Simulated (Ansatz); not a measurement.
`CC(C)[SiH](F)F` + H₂ → `F[SiH2]F` + `CCC` at 600 K and 1 bar (hydrogenolysis of the Si–C bond).

Calculated with Ansatz (gas phase, PBE0-D4/def2-TZVP geometries, no zero-point term in ΔE). CCSD(T)/CBS adds triple-zeta CCSD(T) − MP2 to the extrapolated MP2 energy (def2 sets, frozen cores). This one scheme is used for every species. Each species was taken in one conformer, which may not be the lowest.

```json
{"species": "`CC(C)[SiH](F)F`", "CCSD(T)/CBS energy (Eh)": "-607.79220", "H − E (kJ/mol)": "358.4", "S (J/(mol·K))": "479.1"}
{"species": "H₂", "CCSD(T)/CBS energy (Eh)": "-1.17544", "H − E (kJ/mol)": "43.9", "S (J/(mol·K))": "150.8"}
{"species": "`F[SiH2]F`", "CCSD(T)/CBS energy (Eh)": "-489.99391", "H − E (kJ/mol)": "92.8", "S (J/(mol·K))": "309.1"}
{"species": "`CCC`", "CCSD(T)/CBS energy (Eh)": "-118.98051", "H − E (kJ/mol)": "315.9", "S (J/(mol·K))": "335.6"}
```

H − E and S are ideal-gas, rigid-rotor, harmonic terms from PBE0-D4/def2-TZVP, for one conformer and one mirror image of each species. The MP2-based limit puts H₂ 0.8 mEh under its directly extrapolated value; such offsets cancel only in part. 1 Eh = 2625.50 kJ/mol, R = 8.31446 J/(mol·K).

**Question.** By hand: ΔE, ΔH, ΔS and ΔG.

**Answer.** ΔE = (-489.99391) + (-118.98051) − (-607.79220) − (-1.17544) = -0.00678 Eh = -17.8 kJ/mol. Δ(H − E) = 92.8 + 315.9 − 358.4 − 43.9 = 6.4, so ΔH = -11.4 kJ/mol. ΔS = 309.1 + 335.6 − 479.1 − 150.8 = 14.8 J/(mol·K). ΔG = -11.4 − 600 × (14.8)/1000 = -20.3 kJ/mol.

**Question.** By hand: the equilibrium constant, and the temperature at which ΔG would vanish if ΔH and ΔS stayed fixed.

**Answer.** log₁₀ K = −ΔG/(RT ln 10) = 1.8. ΔH and −TΔS have one sign here, so there is no such temperature.

TΔS isn't small against ΔH here. A doubt of 5 kJ/mol in ΔE shifts log₁₀ K by 0.4 here. Other conformers and mirror images would add mixing entropy, several J/(mol·K) or more a flexible species. Modes under 60 cm⁻¹, often nearly free rotors, make the harmonic entropy too high. These are equilibria of isolated gas molecules and say nothing of rates. Largest T1 diagnostic: 0.012 (customary marks: 0.02 for closed shells, 0.045 for open ones).
